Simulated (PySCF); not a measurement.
Molecule: `N#C[SiH2]C[SiH3]`, C$_{2}$H$_{7}$NSi$_{2}$.

Bonds (- single, = double, # triple, : aromatic): N1#C2, C2-Si3, Si3-C4, C4-Si5. Si3 carries H6, H7; C4 carries H8, H9; Si5 carries H10, H11, H12.

Frames of a GFN2-xTB Langevin trajectory at 200 K; GIAO PBE0/pcSseg-1 shieldings in PySCF 2.14.0 with density-fitted response routines, gas phase, non-relativistic; equivalent atoms averaged within each frame.

Shifts are taken against calculated references (same method and geometry level): NH3 for ¹⁵N (σ = 267.73 ppm); ¹³C (σ = 186.93 ppm), ²⁹Si (σ = 349.16 ppm), ¹H (σ = 31.72 ppm) against TMS. The references are static minima.

Q: How do the shifts (ppm) fluctuate along the trajectory?

A: 
| time (fs) | N1 | C2 | C4 | Si3 | Si5 | H6/H7 | H10/H11/H12 | H8/H9 |
| --- | --- | --- | --- | --- | --- | --- | --- | --- |
| optimised geometry | 366.9 | 123.8 | -12.5 | -67.5 | -73.6 | 4.55 | 4.15 | 0.00 |
| 250 | 358.5 | 122.0 | -8.8 | -60.7 | -73.8 | 4.84 | 4.31 | -0.17 |
| 425 | 349.7 | 115.9 | -8.7 | -64.3 | -73.0 | 5.25 | 4.25 | 0.86 |
| 625 | 365.8 | 123.8 | -13.0 | -64.1 | -67.9 | 4.93 | 4.77 | -0.08 |
| 800 | 367.7 | 122.2 | -10.2 | -56.0 | -70.2 | 4.52 | 4.50 | -0.05 |
| 1000 | 374.7 | 124.1 | -7.2 | -70.6 | -77.3 | 4.93 | 4.11 | 0.72 |
| mean of frames | 363.3 | 121.6 | -9.6 | -63.1 | -72.4 | 4.90 | 4.39 | 0.26 |
| standard deviation | 9.5 | 3.3 | 2.2 | 5.4 | 3.6 | 0.26 | 0.26 | 0.49 |

5 frames give an uncertainty of the mean of about the standard deviation over 2.2 at best, since frames this close in time may not be independent; classical motion lacks zero-point vibration, and the reference would need the same averaging.
